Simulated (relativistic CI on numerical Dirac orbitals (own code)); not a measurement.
## Gd XII: computed level list

These numbers are calculated, not measured: Dirac-Coulomb-Breit CI, KLI orbitals optimised for each configuration, model QED (radiative potential, 1s self-energy scaled to tabulated hydrogen-like ionisation energies), unscaled Slater integrals (own radial code, finite nucleus).

Configuration list (outside the closed core [Kr] 4d10): 4f5 5s2, 4f4 5s2 5p, 4f5 5s 5p, 4f7, 4f6 5s, 4f4 5s2 5d, 4f3 5s2 5p 6s, 4f4 5s2 6s, 4f4 5s2 7s, 4f4 5s 6s2, 4f3 5s2 6s2, 4f2 5s2 5p 6s2, 4f3 5s 5p 6s2, 4f2 5s2 5d 6s2, 4f2 5s2 6s2 7s. Double excitations out of closed p, d and f shells are left out; levels of such configurations are missing from the list, as are those of other unlisted configurations, and high levels can miss mixing partners.

The lowest level is 4f5 5s2 6H°_5/2, with 96 % of that term; Hund's rules for 4f5 5s2 give 6H° with J = 5/2, in agreement.

```tsv
No.	Configuration	Term	J	E (cm⁻¹)	%	Lifetime (s)
1	4f5 5s2	6H°	5/2	0.0	96	
2	4f5 5s2	6H°	7/2	1562.7	97	3.09e+00
3	4f5 5s2	6H°	9/2	3382.2	98	1.55e+00
4	4f5 5s2	6H°	11/2	5376.4	98	1.25e+00
5	4f5 5s2	6H°	13/2	7480.7	97	1.37e+00
6	4f5 5s2	6H°	15/2	9641.1	96	2.25e+00
7	4f5 5s2	6F°	1/2	10486.7	97	
8	4f5 5s2	6F°	3/2	10842.1	95	2.89e+01
9	4f5 5s2	6F°	5/2	11584.0	94	7.04e+00
10	4f5 5s2	6F°	7/2	12897.4	95	3.52e+00
11	4f5 5s2	6F°	9/2	14701.9	96	2.35e+00
12	4f5 5s2	6F°	11/2	16844.8	97	2.71e+00
13	4f5 5s2	4G°	5/2	27701.7	48	3.17e-02
14	4f5 5s2	4F°	3/2	28564.6	95	6.27e-02
15	4f5 5s2	4M°	15/2	29885.5	79	9.13e-01
16	4f5 5s2	4G°	7/2	30835.9	58	3.63e-02
17	4f5 5s2	4I°	9/2	31077.0	89	8.73e-02
18	4f5 5s2	4I°	11/2	31833.0	70	5.78e-02
19	4f5 5s2	4M°	17/2	32465.1	88	1.49e+00
20	4f5 5s2	4I°	13/2	32589.8	52	5.62e-02
21	4f4(5I) 5p	6K°	9/2	33503.5	73	
22	4f5 5s2	4F°	5/2	34174.9	52	3.21e-02
23	4f5 5s2	4I°	15/2	34384.4	54	4.61e-02
24	4f5 5s2	4M°	19/2	34688.3	92	1.97e+00
25	4f5 5s2	4G°	9/2	34896.7	71	4.72e-02
26	4f5 5s2	4M°	21/2	36515.3	95	5.21e+00
27	4f5 5s2	4L°	13/2	37395.3	63	8.79e-02
28	4f4(5I) 5p	6K°	11/2	37452.1	62	1.70e-01
29	4f5 5s2	4K°	11/2	37952.3	68	1.09e-01
30	4f5 5s2	4F°	7/2	38196.7	57	3.80e-02
31	4f5 5s2	4L°	15/2	38724.8	52	1.30e-01
32	4f5 5s2	4D°	5/2	38918.1	33	8.36e-02
33	4f5 5s2	4G°	11/2	39380.6	84	1.09e-01
34	4f5 5s2	4K°	17/2	40159.2	46	2.47e-01
35	4f5 5s2	4K°	13/2	40524.5	55	2.26e-01
36	4f5 5s2	6P°	3/2	41097.3	45	9.30e-02
37	4f4(5I) 5p	4H°	7/2	41115.4	48	3.35e-01
38	4f5 5s2	4D°	1/2	41242.0	65	3.50e-02
39	4f5 5s2	4F°	9/2	41709.1	69	5.52e-02
40	4f4(5I) 5p	6K°	13/2	41922.0	51	1.31e-01
41	4f5 5s2	4K°	15/2	43262.4	53	2.61e-01
42	4f5 5s2	4D°	7/2	43356.2	70	9.14e-02
43	4f5 5s2	4K°	17/2	43532.1	37	5.75e-01
44	4f4(5I) 5p	4H°	9/2	43723.8	38	2.03e-01
45	4f5 5s2	4H°	7/2	44060.1	92	5.57e-02
```

Energies count from the lowest computed level; ° marks odd parity; lifetimes are radiative, by E1, M1, E2, M2, E3 decay to levels of this space only; some are left blank where a channel outside the calculation adds to the decay or the decay crosses a small, uncertain gap. Percentages are summed over parent terms; the parents shown are those of the largest component, closed shells are left out there.

The mean weight of the leading LS term, summed over parents, in these 45 levels is 72 %, and that of the leading jj configuration (from the same eigenvectors) 50 %, so LS coupling describes them better.

At this charge transitions that keep the count of f electrons are usually good to a few per cent. Terms inside the open d or f shell come out 10 to 20 % too wide with unscaled integrals. Levels and lines within the n = 5 or 6 shells can be off by up to 10 % or somewhat more, and those that change n by about 2 %, since core polarisation is missing. Levels that differ in their count of f electrons can be misplaced by several ten thousand cm⁻¹, since the correlation energy of f electrons is missing or only estimated; rates across such gaps can be off by orders of magnitude.

Landé's interval rule says that E(J) − E(J−1) = AJ with one A. For the ground term the intervals give A = 446.5, 404.3, 362.6, 323.7, 288.0 cm⁻¹ for J = 7/2, 9/2, 11/2, 13/2, 15/2; the multiplet is regular.

LS names give the leading component of a level, which can be under half, so a name can repeat, a term be missing and a line seem to break the LS rules.
